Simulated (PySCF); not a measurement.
# Working out the ionisation energy of O⁺

O⁺ [He] 2s2 2p3 (4S) → O²⁺ [He] 2s2 2p2 (3P). Calculation: PySCF 2.14, in dyall-av3z; no relativity, point nucleus. Frozen: 1s2; the 14 highest virtual orbitals dropped. Energies in hartree (1 hartree = 27.21139 eV):

| part | O⁺ (lower) | O²⁺ (upper) |
| --- | --- | --- |
| UHF | -74.376978 | -73.106242 |
| MP2 opposite-spin | -0.072361 | -0.065466 |
| MP2 same-spin | -0.030194 | -0.013785 |

Task: What does Hartree-Fock give?

Result: (-73.106242) − (-74.376978) = 1.270736 hartree = 34.578 eV.

Task: What do MP2 and SCS-MP2 (6/5 opposite-spin, 1/3 same-spin) give?

Result: The opposite-spin parts differ by 0.188 eV and the same-spin parts by 0.447 eV. MP2: 34.578 + (0.188) + (0.447) = 35.213 eV. SCS-MP2: 34.578 + 1.2 × (0.188) + (0.447)/3 = 34.953 eV.

A first-order spin-orbit estimate adds -0.027 eV to MP2 (valence), giving 35.186 eV against 35.121 eV (measured; NIST Atomic Spectra Database, ionization energies).

What remains against the reference includes basis incompleteness, the frozen core and correlation beyond second order.
